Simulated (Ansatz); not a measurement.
```yaml
crystal:
  periodic: [true, true, true]
  atoms:
    - {symbol: O, position_ang: [-1.703554, 0.483242, -0.105587]}
    - {symbol: B, position_ang: [-0.319235, 0.715832, 0.109170]}
    - {symbol: Al, position_ang: [1.008517, -1.043247, -0.043235]}
    - {symbol: F, position_ang: [1.936612, -1.195769, -1.319351]}
    - {symbol: H, position_ang: [-2.184308, 1.370801, -0.048821]}
    - {symbol: H, position_ang: [0.061261, 1.834278, 0.201880]}
    - {symbol: H, position_ang: [1.179423, -2.137586, 1.107801]}
basis:
  gaussian: {orbitals: aug-cc-pVDZ}
hamiltonian: {xc: {name: CAM-B3LYP}, dispersion: d3bjatm}
```

```sh
$ ansatz run in.yaml --threads 2 --pin off --events-out ev --progress --plain --max-ram 4352MiB
```

Shortened log:

```
Error: YAML parse error: error: line 2 column 3: crystal: missing field `lattice` (a structure is typed as `lattice` and `atoms`, a molecule's as `atoms` in Å alone, or read from a run's directory, `checkpoint`)
 --> <input>:2:3
  |
1 | crystal:
2 |   periodic: [true, true, true]
  |   ^ crystal: missing field `lattice` (a structure is typed as `lattice` and `atoms`, a molecule's as `atoms` in Å alone, or read from a run's directory, `checkpoint`)
3 |   atoms:
4 |     - {symbol: O, position_ang: [-1.703554, 0.483242, -0.105587]}
  |
```

In this input the molecule is marked periodic without a cell. The input was rejected before any iteration.
